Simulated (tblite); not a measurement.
Species: 3-bromobenzenesulfonyl chloride, C₆H₄BrClO₂S.
Numbering: `[O:1]=[S:2](=[O:3])([Cl:4])[c:5]1[cH:6][cH:7][cH:8][c:9]([Br:10])[cH:11]1` (hydrogens: H12 on C6; H13 on C7; H14 on C8; H15 on C11)

Computed with GFN2-xTB (tblite), gas phase: L-BFGS steps from a force-field or distance-geometry start until the largest atomic force falls under 0.01 eV/Å.

Step 20: E = -949.3761 eV
```
atom  x, y, z in Å  |  force x, y, z in eV/Å
O1      2.9204    0.7722   -1.0261    0.042  -0.054  -0.014
S2      2.3306   -0.3591   -0.3900   -0.053   0.016  -0.003
O3      2.5489   -1.6671   -0.9126    0.032   0.038   0.034
Cl4     2.9830   -0.3547    1.5383    0.039  -0.030   0.040
C5      0.6012   -0.0703   -0.1256   -0.026   0.023  -0.043
C6      0.1580    1.2336   -0.1305   -0.004   0.007  -0.029
C7     -1.1983    1.4715    0.0300    0.009   0.011   0.007
C8     -2.0714    0.4094    0.1973   -0.018  -0.002   0.016
C9     -1.5876   -0.8924    0.2136    0.022   0.007  -0.002
Br10   -2.7922   -2.3337    0.4390    0.006  -0.001   0.009
C11    -0.2338   -1.1494    0.0530    0.009  -0.017  -0.028
H12     0.8680    2.0293   -0.2796    0.019   0.013  -0.008
H13    -1.5722    2.4829    0.0158   -0.038  -0.011   0.016
H14    -3.1293    0.5851    0.3118   -0.029   0.007   0.012
H15     0.1702   -2.1492    0.0437   -0.010  -0.007  -0.006
```

Step 21: E = -949.3768 eV
```
atom  x, y, z in Å  |  force x, y, z in eV/Å
O1      2.9277    0.7675   -1.0279    0.034  -0.041  -0.001
S2      2.3320   -0.3595   -0.3897   -0.097   0.011  -0.020
O3      2.5470   -1.6689   -0.9096    0.037   0.020   0.030
Cl4     2.9778   -0.3563    1.5401    0.042  -0.022   0.048
C5      0.6003   -0.0680   -0.1304    0.003   0.009  -0.029
C6      0.1570    1.2357   -0.1325   -0.016   0.015  -0.026
C7     -1.1997    1.4721    0.0312    0.029   0.007  -0.001
C8     -2.0710    0.4083    0.1992   -0.027   0.033   0.006
C9     -1.5873   -0.8933    0.2140    0.049   0.021  -0.013
Br10   -2.7894   -2.3349    0.4399   -0.006  -0.014   0.013
C11    -0.2335   -1.1482    0.0500    0.015   0.010  -0.021
H12     0.8665    2.0329   -0.2803    0.007  -0.002  -0.009
H13    -1.5740    2.4839    0.0178   -0.038  -0.029   0.020
H14    -3.1289    0.5836    0.3136   -0.036   0.007   0.019
H15     0.1712   -2.1470    0.0426    0.002  -0.025  -0.014
```

Step 22: E = -949.3777 eV
```
atom  x, y, z in Å  |  force x, y, z in eV/Å
O1      2.9383    0.7601   -1.0302    0.014  -0.018   0.016
S2      2.3323   -0.3599   -0.3898   -0.094   0.002  -0.025
O3      2.5447   -1.6713   -0.9050    0.033  -0.012   0.020
Cl4     2.9707   -0.3587    1.5433    0.035  -0.010   0.040
C5      0.5991   -0.0647   -0.1373    0.035   0.028  -0.012
C6      0.1557    1.2392   -0.1356   -0.022  -0.003  -0.019
C7     -1.2014    1.4728    0.0328    0.039   0.019  -0.012
C8     -2.0709    0.4075    0.2018   -0.034   0.037  -0.006
C9     -1.5861   -0.8939    0.2144    0.046   0.044  -0.023
Br10   -2.7854   -2.3369    0.4414   -0.010  -0.018   0.015
C11    -0.2326   -1.1461    0.0456    0.016   0.011  -0.009
H12     0.8643    2.0380   -0.2813   -0.003  -0.014  -0.013
H13    -1.5771    2.4847    0.0210   -0.036  -0.045   0.024
H14    -3.1290    0.5817    0.3165   -0.031   0.007   0.027
H15     0.1730   -2.1444    0.0406    0.011  -0.028  -0.024
```

Step 23: E = -949.3784 eV
```
atom  x, y, z in Å  |  force x, y, z in eV/Å
O1      2.9482    0.7527   -1.0319   -0.009   0.005   0.027
S2      2.3312   -0.3606   -0.3906   -0.040  -0.012  -0.012
O3      2.5428   -1.6738   -0.9004    0.018  -0.034   0.013
Cl4     2.9641   -0.3610    1.5468    0.021   0.000   0.020
C5      0.5985   -0.0611   -0.1438    0.039   0.009   0.003
C6      0.1543    1.2424   -0.1388   -0.020   0.001  -0.013
C7     -1.2026    1.4738    0.0340    0.019   0.008  -0.016
C8     -2.0711    0.4073    0.2040   -0.022   0.039  -0.016
C9     -1.5843   -0.8935    0.2143    0.028   0.039  -0.025
Br10   -2.7817   -2.3390    0.4430   -0.001  -0.007   0.015
C11    -0.2311   -1.1441    0.0416    0.012   0.021  -0.002
H12     0.8621    2.0427   -0.2825   -0.009  -0.021  -0.017
H13    -1.5803    2.4846    0.0244   -0.034  -0.036   0.025
H14    -3.1297    0.5799    0.3198   -0.018   0.007   0.031
H15     0.1752   -2.1422    0.0382    0.016  -0.021  -0.031
```

Q: Estimate the geometry and energy of step 24. (The exact step hangs on the optimiser's Hessian estimate; all steps are aligned on step 23, rigid shifts and turns removed.)

A: E = -949.3788 eV, largest force 0.042 eV/Å
```
atom  x, y, z in Å  |  force x, y, z in eV/Å
O1      2.9536    0.7485   -1.0322   -0.022   0.015   0.027
S2      2.3302   -0.3613   -0.3913    0.016  -0.023   0.009
O3      2.5418   -1.6758   -0.8977    0.005  -0.037   0.008
Cl4     2.9605   -0.3621    1.5491    0.009   0.005   0.001
C5      0.5987   -0.0590   -0.1473    0.024   0.005   0.008
C6      0.1534    1.2442   -0.1408   -0.007  -0.006  -0.010
C7     -1.2031    1.4743    0.0345   -0.004   0.006  -0.016
C8     -2.0715    0.4079    0.2049   -0.011   0.014  -0.017
C9     -1.5828   -0.8925    0.2137    0.001   0.026  -0.022
Br10   -2.7794   -2.3402    0.4442    0.012   0.010   0.012
C11    -0.2298   -1.1426    0.0393    0.006   0.010   0.000
H12     0.8606    2.0450   -0.2836   -0.006  -0.016  -0.020
H13    -1.5827    2.4840    0.0268   -0.030  -0.018   0.023
H14    -3.1305    0.5791    0.3222   -0.004   0.009   0.030
H15     0.1767   -2.1412    0.0363    0.012  -0.001  -0.033
```

The energy changes by -0.0004 eV. The first-order estimate −F·Δx gives -0.0006 eV and the mean of the old and new forces, exact on a quadratic surface, -0.0004 eV. The step makes an angle of 72° with the force vector and moves no atom by more than 0.007 Å.

What follows is the cost of the whole relaxation. Time: 0.54 s wall. Hardware: one thread, Intel Xeon 6975P-C (x86_64), no GPU (shared host).
